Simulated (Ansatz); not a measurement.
Ansatz (a first-principles code) input (B97M-V/def2-TZVPD):

Ansatz 0.2 input:
```yaml
crystal:
  periodic: [false, false, false]
  atoms:
    - {symbol: N, position_ang: [1.38397536, -0.41132428, 0.37474857]}
    - {symbol: B, position_ang: [0.11002641, -0.03673161, 0.01435647]}
    - {symbol: N, position_ang: [-1.15461663, -0.83298920, -0.01215603]}
    - {symbol: O, position_ang: [-0.14618992, 1.30553489, -0.44950840]}
    - {symbol: H, position_ang: [1.45996499, -1.37931947, 0.68127418]}
    - {symbol: H, position_ang: [-1.99688771, -0.28178159, 0.09352374]}
    - {symbol: H, position_ang: [-1.17347339, -1.60597338, 0.63637873]}
    - {symbol: H, position_ang: [0.72427242, 1.71664758, -0.42503965]}
basis:
  gaussian:
    orbitals: def2-TZVPD
hamiltonian:
  xc: {name: B97M-V}
total_charge: -1
output: {forces: true}
```

End of the output:

```
integrals: 0.09 GiB planned
911 factors; their error is unknown
0.35 GiB of the device are held for the grids
0.95 GiB of device memory are held for the factors and their scratch space
mean field: 0.82 GiB planned
mean field evaluation 1: about -5764.7934 eV, gradient 6.4e1 eV
mean field evaluation 2: about -5667.4102 eV, gradient 1.4e2 eV
mean field evaluation 4: about -5772.5404 eV, gradient 1.5e1 eV
mean field evaluation 8: about -5773.2355 eV, gradient 3.6e-1 eV
mean field evaluation 16: about -5773.2251 eV, gradient 2.4e-4 eV
mean field -5773.22513825 eV, -212.1621105980 hartree, gradient 5.4e-5 eV, S^2 0.000000; 0 other end points of the search recorded, 0 dependent functions left out
the calculation of the forces begins
reference -5773.22520762 eV, -212.1621131474 hartree; 16, 16 occupied and 171, 171 virtual orbitals, 911 factors
Total energy: -5773.22520762 eV, -212.1621131474 hartree
Atom 0 at     1.383975    -0.411324     0.374749 Å, force    -0.016664    -0.105091     0.000637 eV/Å
Atom 1 at     0.110026    -0.036732     0.014356 Å, force    -0.144360     0.089963     0.000326 eV/Å
Atom 2 at    -1.154617    -0.832989    -0.012156 Å, force     0.075850     0.101875     0.058716 eV/Å
Atom 3 at    -0.146190     1.305535    -0.449508 Å, force     0.179213    -0.194793     0.082272 eV/Å
Atom 4 at     1.459965    -1.379319     0.681274 Å, force    -0.021730     0.135758    -0.041531 eV/Å
Atom 5 at    -1.996888    -0.281782     0.093524 Å, force     0.100140    -0.115498     0.010216 eV/Å
Atom 6 at    -1.173473    -1.605973     0.636379 Å, force    -0.026563     0.153234    -0.100085 eV/Å
Atom 7 at     0.724272     1.716648    -0.425040 Å, force    -0.145885    -0.065449    -0.010552 eV/Å
Dipole moment:    -0.663930     0.008410     0.094540 e Å
```

It need not be the lowest isomer of its formula. Whether it binds its extra electron was not tested at this geometry.
